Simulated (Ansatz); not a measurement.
Z-matrix (Å, degrees):
```
C
N 1 1.448
H 1 1.095 2 111.9
H 1 1.095 2 111.9 3 121.5
H 1 1.091 2 110.0 3 -119.3
Ga 2 1.786 1 126.3 3 119.3
H 2 1.006 1 114.8 3 -60.8
F 6 1.740 2 123.1 1 180.0
F 6 1.742 2 121.4 1 -0.0
```

The species carries charge 0 and has multiplicity 1.

Problem. List the B3LYP/def2-TZVPP orbital energies in eV (the Gaussian-basis code of Ansatz). (Best estimate.)

Solution. Computed: Occupied: -10138.45, -1250.10, -1107.39, -1107.25, -1107.23, -670.68, -670.66, -389.97, -277.90, -150.41, -103.89, -103.63, -103.57, -31.21, -31.07, -24.78, -23.62, -23.57, -23.53, -23.29, -23.09, -18.48, -14.15, -13.18, -12.16, -12.14, -11.61, -11.13, -10.91, -10.70, -10.56, -10.02, -7.26. Lowest empty: -1.44, -0.31, 0.82, 1.15, 2.35, 2.83, 2.90, 3.20.

B3LYP here is the variant with VWN-RPA as its local correlation; programs differ in this.
